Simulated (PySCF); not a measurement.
**Broadened absorption spectrum of CH8N2SSi3**

Species: CH₈N₂SSi₃.
Structure used (GFN2-xTB), in Å, numbered top down from 1:
```
atom  x, y, z in Å
N1    -1.6431    2.8085   -0.6127
C2    -1.9318    1.7039   -0.5019
Si3   -2.2504   -0.1307   -0.3474
Si4   -0.2177   -1.0941   -0.9397
Si5    1.6007   -0.1580    0.1545
N6     0.9968    1.2079    0.9944
S7     2.2745   -1.3897    1.8099
H8    -3.4119   -0.3447   -1.2188
H9    -2.6903   -0.2956    1.0409
H10   -0.3079   -2.5511   -0.7425
H11   -0.0209   -0.9400   -2.3918
H12    2.8277    0.0575   -0.6293
H13    1.4905    1.5587    1.7992
H14    0.5573    1.9644    0.4966
H15    2.7222   -2.3890    1.0668
```

Computed with PySCF 2.14.0, density-fitted response routines, TDDFT wB97X-D/def2-SVPD, vertical, gas phase, core orbitals frozen in the response.

Computed states:

| state | E (eV) | f |
| --- | --- | --- |
| S1 | 5.37 | 0.044 |
| S2 | 5.80 | 0.0054 |
| S3 | 5.89 | 0.017 |
| S4 | 6.20 | 0.012 |
| S5 | 6.33 | 0.0079 |
| S6 | 6.72 | 0.044 |
| S7 | 6.77 | 0.017 |
| S8 | 6.96 | 0.149 |

Broadening: Gaussians 0.4 eV wide at half height, area fixed by f = 4.319×10⁻⁹ ∫ε dν̃. The width is an assumption, not a result. The curve ends short of the highest state used, and states not computed would add to its high-energy end.

Task: Give the broadened spectrum and its maxima.

Result: 
λ (nm), ε (L mol⁻¹ cm⁻¹) and a bar:
```
    195.1       1450 ###############
    196.9       1431 ##############
    198.8       1459 ###############
    200.6       1484 ###############
    202.5       1511 ###############
    204.4       1557 ################
    206.2       1619 ################
    208.1       1680 #################
    209.9       1699 #################
    211.8       1655 #################
    213.6       1558 ################
    215.5       1439 ##############
    217.4       1367 ##############
    219.2       1397 ##############
    221.1       1565 ################
    222.9       1843 ##################
    224.8       2214 ######################
    226.6       2566 ##########################
    228.5       2855 #############################
    230.4       2990 ##############################
    232.2       2948 ##############################
    234.1       2732 ###########################
    235.9       2402 ########################
    237.8       1981 ####################
    239.7       1544 ###############
    241.5       1160 ############
    243.4        816 ########
    245.2        559 ######
    247.1        359 ####
    248.9        226 ##
    250.8        133 #
    252.7         75 #
    254.5         42 
    256.4         22 
    258.2         12 
    260.1          6
```

Maxima: 231 nm (5.37 eV), ε about 3000, made up of S1 (99%); 210 nm (5.91 eV), ε about 1700, made up of S2 (17%), S3 (68%) and S4 (11%) (ε in L mol⁻¹ cm⁻¹; maxima over ε = 5, shares over 10%). At its high-energy end, 6.36 eV, the curve is still rising (ε about 1500, from S4, S5 and S6).

Task: Coming from long wavelengths, where does ε first pass 100 L mol⁻¹ cm⁻¹?

Result: At about 252 nm (4.92 eV), 0.44 eV below S1.

Task: On this curve, what absorbance would a 10⁻⁵ mol/L sample give at 222 nm over a 1 cm path?

Result: 222 nm is 5.585 eV, where ε is about 1700 L mol⁻¹ cm⁻¹, so A = ε c l ≈ 0.017 (Beer–Lambert, with the gas-phase spectrum and the assumed width).

Task: What would ε be at 5.37 eV, the highest of these maxima, with half the width (0.2 eV)?

Result: About 5940 L mol⁻¹ cm⁻¹ against 3000, a factor of about 1.98; a lone state at its own centre would give exactly 2.

On Arm Neoverse N1, one thread (shared host), this took 89 s of wall time and 0.98 GiB of memory at its peak.

One conformer stands for the species.
